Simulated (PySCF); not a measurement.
Spectrum to structure. Theory: TDDFT wB97X-D/def2-SVPD, vertical, gas phase, core orbitals frozen in the response (PySCF). Geometries: PBE0-D3(BJ)/def2-SVP, one conformer each.

```tsv
state	E (eV)	f	main configurations (H = HOMO, L = LUMO)
S1	5.10	0.0004	H→L (96%)
S2	5.96	0.050	H-1→L (71%), H→L+2 (15%)
S3	6.52	0.0024	H-2→L (93%)
S4	6.83	0.0001	H-1→L+2 (56%), H-1→L+1 (25%), H-1→L+4 (9%)
S5	7.52	0.115	H-3→L (84%)
S6	8.01	0.0086	H-4→L (90%)
S7	8.14	0.097	H→L+1 (62%), H→L+2 (16%)
S8	8.37	0.094	H-1→L+1 (55%), H-1→L+2 (29%)
S9	8.53	0.417	H→L+2 (42%), H-1→L (11%), H-2→L+1 (11%)
S10	8.70	0.095	H-2→L+1 (64%), H-2→L+2 (13%)
```

Problem. Which structure fits?
A. `C#CBOC`
B. `CCO[SiH2]C`
C. `CO[C@@H]([SiH3])C[SiH3]`

Solution. A. Its S1, at 5.10 eV, is the lowest among the candidates; the nearest of the others has S1 at 6.80 eV. S1 is HOMO→LUMO (96%). Löwdin shares by element: HOMO carbon 82% or more, boron 7%, hydrogen 4% or more; LUMO carbon 46% or more, boron 28%, oxygen 14%. At the same level the other candidates give, for their lowest levels:
- `CCO[SiH2]C`: 7.45 eV (f 0.005); 7.95 eV (f 0.017); 8.29 eV (f 0.062); 8.37 eV (f 0.030); 8.72 eV (f 0.080); HOMO -9.79, LUMO 2.30 eV
- `CO[C@@H]([SiH3])C[SiH3]`: 6.80 eV (f 0.028); 7.31 eV (f 0.008); 7.50 eV (f 0.049); 7.80 eV (f 0.057); 7.92 eV (f 0.050); T1 6.54 eV; HOMO -9.05, LUMO 1.93 eV

Shape of the structure used: `[CH:1]#[C:2][BH:3][O:4][CH3:5]`: C2–B3–O4–C5 0°.
Triplets come from the Tamm–Dancoff approximation.
